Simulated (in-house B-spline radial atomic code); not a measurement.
## Ionising Fe⁵⁺ with different functionals

Computed with a radial B-spline atomic code at the basis-set limit: scalar-relativistic (spin-free X2C) Hamiltonian, Fermi nucleus of rms radius 3.7377 fm, spin-polarised at highest spin, spherical fractional occupations for the functionals, the average over the highest-spin determinants for Hartree-Fock. The ionisation energy is the difference of two self-consistent energies, [Ar] 3d3 → [Ar] 3d2, without Breit or QED terms; ε is the level of the shell that loses the electron (its least bound occupied spin orbital).

Hybrids are left out here: with spherical fractional occupations of an open shell their exact exchange keeps a self-interaction that integer-occupation calculations don't have.

```csv
method,rung,ΔSCF (eV),-ε(3d) (eV)
Hartree-Fock,Hartree-Fock,98.25,100.00
LDA VWN5,LDA,99.75,87.80
LDA PW92,LDA,99.74,87.79
LDA exchange-only,LDA,98.01,86.13
PBE,GGA,99.52,87.59
PBEsol,GGA,99.48,87.55
BLYP,GGA,99.43,87.48
RPBE,GGA,99.45,87.53
PW91,GGA,99.65,87.71
BP86,GGA,99.54,87.60
AM05,GGA,99.50,87.57
OLYP,GGA,100.07,88.11
TPSS,meta-GGA,99.38,87.47
SCAN,meta-GGA,99.62,87.83
r2SCAN,meta-GGA,99.68,87.89
revTPSS,meta-GGA,99.26,87.36
```

**Question.** How do they compare with the NIST value?

**Answer.** NIST lists 98.98 eV ± 0.015 (measured, ground level to ground level). Errors run from -0.98 to +1.09 eV; revTPSS is closest (+0.27 eV), but part of that can be cancellation, since the calculations leave out spin-orbit coupling, Breit-QED terms, multiplet and fine-structure energies. Hartree-Fock also lacks correlation.
